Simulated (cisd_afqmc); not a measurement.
Input (AFQMC/CISD/def2-QZVPPD; cisd_afqmc is a phaseless AFQMC code with CISD trial states that reads the integrals written by Ansatz): A basis named .json is the Basis Set Exchange file of that set.

Ansatz 0.2 input:
```python
import cisd_afqmc

open("ham.yaml", "w").write("""\
crystal:
  periodic: [false, false, false]
  atoms:
    - {symbol: P, position_ang: [0.00000000, 0.00000000, 0.00000000]}
basis:
  gaussian:
    orbitals: def2-QZVPPD.json
magnetization: {spin_polarized: true, initial_magnetization: 3}
correlation: {method: ccsd, electrons: outside_noble_gas, hamiltonian_folder: ham}
scf: {lower_state_search: full}
""")
rep = cisd_afqmc.ansatz("ham.yaml")
e_ccsd = rep["correlation"]["coupled_cluster"]["energy"]["hartree"]
out = cisd_afqmc.run("ham", e_ccsd, trial="CISD", walkers=100, populations=8, threads=8, dt=0.005, steps=40, early=24, settle=10, least=32,
    cut=5e-5, rank_cut=2e-4, target=0.0004, seconds=1500, seed=1, memory=12960, gpu=False)
```

Output:

```
orbitals 71, occupied [4, 1], factors 358 of 456, rank of the doubles 158 of 338
E(HF) = -340.719050
E(CCSD) on the cut factors = -340.824465, shift to the whole factors 0.000002
Energy of the trial state on the determinant = -340.824332
  tau behind 7.2 of longer steps, mean of the populations' last blocks
   2.0  -340.82995
   4.0  -340.83022
   6.0  -340.82981
   8.0  -340.82978
blocks 328 (0 outliers left out), error by blocks joined: 1: 0.00006, 2: 0.00008, 4: 0.00010, 8: 0.00013, 16: 0.00014
E(AFQMC/CISD) = -340.82977 +/- 0.00014
```
